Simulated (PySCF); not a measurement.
# Correlation energy of P⁺ (phosphorus, charge +1)

[Ne] 3s2 3p2, high-spin 3P determinant. Calculation: PySCF 2.14, in cc-pVDZ-DK (4s3p1d, 18 functions); scalar relativity by spin-free X2C-1e. Frozen: [Ne]; 4 electrons correlated.

MP2 pair energies summed by pair of shells (mhartree):

```json
{"pair": "3s-3p", "energy": "-29.67", "share (%)": "60.1"}
{"pair": "3s-3s", "energy": "-14.54", "share (%)": "29.4"}
{"pair": "3p-3p", "energy": "-5.17", "share (%)": "10.5"}
```

Total MP2 correlation energy: -49.39 mhartree.

Same-spin part -8.13 and opposite-spin part -41.26 mhartree; SCS-MP2 scales them by 1/3 and 6/5 to -52.23 mhartree.

```
  level  correlation energy (mhartree)
   CCSD                         -69.85
    (T)                          -0.91
CCSD(T)                         -70.76
```

Diagnostics: T1 = 0.0079, D1 = 0.0214, largest double amplitude 0.106.

Cost of the coupled-cluster step: 0.13 s of wall time on 1 thread of Neoverse-N1 (shared host), for 4 correlated electrons.
